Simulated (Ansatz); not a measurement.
Geometry optimisation, RKS B3LYP/def2-SVP (Ansatz).

input.yaml

```yaml
crystal:
  periodic: [false, false, false]
  atoms:
    - { symbol: B, position_ang: [-0.4112, 0.6356, 0.0603] }
    - { symbol: Cl, position_ang: [0.1423, 1.9265, -1.6006] }
    - { symbol: O, position_ang: [-1.7605, 0.4509, 0.0176] }
    - { symbol: O, position_ang: [0.2098, 1.0305, 1.2104] }
    - { symbol: H, position_ang: [0.3725, 0.3213, -0.9006] }
    - { symbol: Si, position_ang: [0.8474, -1.2668, -0.0298] }
    - { symbol: H, position_ang: [-2.1711, 0.3479, -0.8372] }
    - { symbol: H, position_ang: [-0.3093, 1.5779, 1.8005] }
    - { symbol: H, position_ang: [2.1522, -0.9694, 0.5384] }
    - { symbol: H, position_ang: [-0.0126, -1.9246, 0.9508] }
    - { symbol: H, position_ang: [0.9406, -2.1299, -1.2097] }
basis:
  gaussian: { orbitals: def2-SVP }
hamiltonian:
  xc: b3lyp
relax:
  f_tol: 0.15
  max_steps: 25
  restrain:
    - { distance: [0, 5], at: 3.25, k: 30.0 }
    - { distance: [4, 1], at: 2.63, k: 30.0 }
    - { distance: [0, 1], at: 1.86, k: 30.0 }
    - { distance: [4, 5], at: 1.42, k: 30.0 }
```

Command:

```bash
$ ansatz run input.yaml --threads 2 --pin off --max-ram 3072MiB --backend cpu --events-out ev --progress --plain --runs-dir out
```

Task: Where does it end, and by what steps?

Result: The run converged. The restraints hold the end off the free minimum. After 9 steps the energy has fallen by 2.295 eV (the restraints' own energy left out); H5 moved furthest, 0.76 Å. Parted: B1–H5, B1–Si6. Joined: H5–Si6.

| step | energy less start (eV) | largest force component (eV/Å) | accepted |
| --- | --- | --- | --- |
| 0 | 0.0000 | 1.713 | yes |
| 1 | -0.5512 | 2.024 | yes |
| 2 | -0.9505 | 2.060 | yes |
| 3 | -1.1700 | 1.593 | yes |
| 4 | -1.7129 | 1.135 | yes |
| 5 | -2.0171 | 0.846 | yes |
| 6 | -2.1548 | 0.976 | yes |
| 7 | -2.2117 | 1.441 | yes |
| 8 | -2.2829 | 0.866 | yes |
| 9 | -2.2949 | 0.840 | yes |

```xyz
11
Properties=species:S:1:pos:R:3
B -0.694 1.312 0.019
Cl -0.138 2.102 -1.538
O -1.891 0.681 0.070
O 0.105 1.423 1.100
H 0.686 -0.356 -1.048
Si 1.056 -1.438 -0.161
H -2.385 0.717 -0.759
H -0.298 1.039 1.893
H 2.293 -1.087 0.590
H -0.044 -1.723 0.802
H 1.311 -2.670 -0.967
```

Whether the end is a true minimum wasn't checked by a vibrational analysis.

The run took 33 s on 2 threads of Arm Neoverse V1 (shared host), peak memory 0.24 GiB.
